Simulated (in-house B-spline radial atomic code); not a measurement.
Configurations of Ar IV (Ar3+), with energies counted from [Ne] 3s2 3p3. Computed with a radial B-spline atomic code at the basis-set limit: scalar-relativistic (X2C) PBEsol, spin-polarised, spherical fractional occupations, Fermi nucleus of rms radius 3.4274 fm. Shells without spins written out take the highest spin.

Occupations are held fixed; configurations that lie above the ionisation limit could autoionise.

```tsv
configuration	E - E(ref) (eV)	highest orbital	its <r> (bohr)
[Ne] 3s1 3p4	15.472	3p down	1.411
[Ne] 3s2 3p2 4s1	30.776	4s up	2.966
[Ne] 3s2 3p2 4p1	35.175	4p up	3.287
[Ne] 3s1 3p3 4p1	45.325	4p up	3.263
[Ne] 3s1 3p3 4d1	51.445	4d up	3.923
[He] 2s2 2p(2 up, 3 down) 3s2 3p(3 up, 0 down) 4s(1 up, 0 down)	271.78	4s up	2.88
[He] 2s2 2p5 3s2 3p3 4p1	274.87	4p up	3.166
```

(1) Order these further configurations by energy, lowest first.
A. [Ne] 3s2 3p(1 up, 2 down)
B. [Ne] 3s1 3p3 4f1
C. [Ne] 3s2 3p2 4d1
D. [He] 2s2 2p5 3s2 3p3 4f1
E. [Ne] 3s1 3p3 4s1

(2) How far above the reference does [Ne] 3s(1 up, 0 down) 3p(2 up, 1 down) 4p(0 up, 1 down) lie?

(3) How far above the reference does [Ne] 3s(1 up, 0 down) 3p(2 up, 1 down) 3d(1 up, 0 down) lie?

(4) How far above the reference does [He] 2s2 2p(2 up, 3 down) 3s2 3p(2 up, 2 down) lie?

Answers

(1) A (2.9196 eV), E (40.888 eV), C (41.259 eV), B (55.009 eV), D (285.3 eV).

(2) 51.524 eV; its least bound orbital is 4p down with <r> = 3.329 bohr.

(3) 38.012 eV; its least bound orbital is 3d up with <r> = 1.604 bohr.

(4) 242.02 eV; its least bound orbital is 3p up with <r> = 1.323 bohr.
